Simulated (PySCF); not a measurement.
I: ionisation energy

I [Kr] 4d10 5s2 5p5 (2P) → I⁺ [Kr] 4d10 5s2 5p4 (3P), as a difference of total energies. Computed with PySCF 2.14 in x2c-TZVPall, with the spin-free X2C one-electron Hamiltonian (Gaussian nucleus). Correlated levels: valence: [Kr] 4d10 frozen. The calculations carry no spin-orbit coupling.

```tsv
method	ionisation energy (eV)	error (eV)
UHF	9.587	-0.932
MN15	10.457	-0.062
LDA	10.835	+0.316
MP2 (valence)	10.268	-0.251
SCS-MP2 (valence)	10.265	-0.254
```

Reference: 10.519 eV (measured; NIST levels, between the centres of gravity of the two terms).

Errors of the correlated levels include the incompleteness of this basis and the frozen core.
